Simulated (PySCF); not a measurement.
C₄H₁₄BNSi.
Geometry (PBE0-D3(BJ)/def2-SVP, Å), atoms numbered from 1 in this order:
```
atom  x, y, z in Å
C1     2.7543    0.9257    0.9546
B2     1.6036    0.1507    0.2279
C3     1.8800   -0.6399   -1.0930
Si4   -0.2388    0.1026    1.0839
N5    -1.5065   -0.2756   -0.0631
C6    -1.6637    0.5472   -1.2345
C7    -2.7258   -0.9192    0.3535
H8     2.6527    1.9637    0.5728
H9     3.7716    0.5949    0.6926
H10    2.6549    1.0064    2.0481
H11    1.0059   -0.8292   -1.7317
H12    2.2074   -1.6357   -0.7248
H13    2.7204   -0.2515   -1.6910
H14   -0.5016    1.3740    1.8613
H15   -0.2617   -1.0003    2.1051
H16   -0.6958    0.9695   -1.5492
H17   -2.0543   -0.0436   -2.0843
H18   -2.3609    1.3986   -1.0825
H19   -3.1367   -1.5428   -0.4629
H20   -3.5229   -0.2033    0.6470
H21   -2.5401   -1.5804    1.2128
```

The closed-shell ground state was solved at several levels (PySCF, density fitting, gas phase, non-relativistic).

| level | basis functions | HOMO (eV) | LUMO (eV) | gap (eV) | dipole (D) |
| --- | --- | --- | --- | --- | --- |
| PBE0/pcSseg-1 | 196 | -6.05 | -1.23 | 4.82 | 0.94 |
| CAM-B3LYP/def2-SVPD | 256 | -7.44 | -0.09 | 7.35 | 0.93 |

(1) Estimate the row for KT2/pcSseg-1, a basis of 196 functions; the other rows only guide the guess.

(2) Over all these levels, which gives the widest orbital gap and which the narrowest?

(3) How far do the dipole and the HOMO energy spread over the levels?

Answers

(1) HOMO -4.86 eV, LUMO -2.23 eV, gap 2.63 eV, dipole 0.94 D.

(2) CAM-B3LYP/def2-SVPD (range-separated hybrid) has the widest, 7.35 eV, and KT2/pcSseg-1 (GGA) the narrowest, 2.63 eV. Functional and basis both differ between the two, so the spread mixes both effects.

(3) The dipole runs from 0.93 to 0.94 D (mean 0.93 D) and the HOMO from -7.44 to -4.86 eV.

One conformer stands for the species.
